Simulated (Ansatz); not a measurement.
Energy needed to pull apart GeNH2Cl (SMILES [NH2][Ge][Cl]), singlet, into free ground-state atoms, from the structure below (displaced at random from a GFN2-xTB minimum); no zero-point or spin–orbit terms; open-shell atoms are treated unrestricted, in their ground-state multiplicity.

N1  (-0.497, 0.294, -0.361)
Ge2  (-0.059, -1.217, 0.581)
Cl3  (1.948, -0.646, 1.063)
H4  (0.096, 1.097, -0.543)
H5  (-1.418, 0.460, -0.783)
(Å)

Computed with Ansatz 0.2.0 (basis: def2-TZVPP); correlated methods freeze the cores. Filled d shells of the heavier atoms are correlated. The def2 sets are not built for correlating such inner shells, so the correlated values are less sure here.

```json
{"method": "SPW92", "atomization energy (eV)": "18.82"}
{"method": "PBE-D4", "atomization energy (eV)": "?"}
{"method": "r2SCAN-D4", "atomization energy (eV)": "16.09"}
{"method": "PBE0-D4", "atomization energy (eV)": "16.04"}
{"method": "LC-wPBE", "atomization energy (eV)": "15.78"}
{"method": "wB97M-V", "atomization energy (eV)": "16.17"}
{"method": "HF", "atomization energy (eV)": "10.39"}
{"method": "MP2", "atomization energy (eV)": "?"}
{"method": "CCSD", "atomization energy (eV)": "15.13"}
{"method": "CCSD(T)", "atomization energy (eV)": "15.51"}
```

Q: What does MP2 give? (Judge from chemistry; the value comes from the calculation.)

A: By the calculation: 15.82 eV, which is about 0.31 eV more than CCSD(T)/def2-TZVPP.

Q: What does PBE-D4 give? (Judge from chemistry; the value comes from the calculation.)

A: By the calculation: 16.58 eV, which is about 1.08 eV more than CCSD(T)/def2-TZVPP.

In triple zeta the MP2 and coupled-cluster atomization energies are still short of their basis limit by a few kcal/mol a bond, whereas those of the functionals are nearly converged, so these differences are not deviations from converged CCSD(T).

The T1 diagnostic stays at or below 0.014.

For scale, one of the runs: CCSD(T)/def2-TZVPP forces, 149 basis functions (an equivalent command: `ansatz run in.yaml --threads 4`). The run took 45 s on 4 CPU threads (shared host), with 1.7 GiB of host memory at its peak.
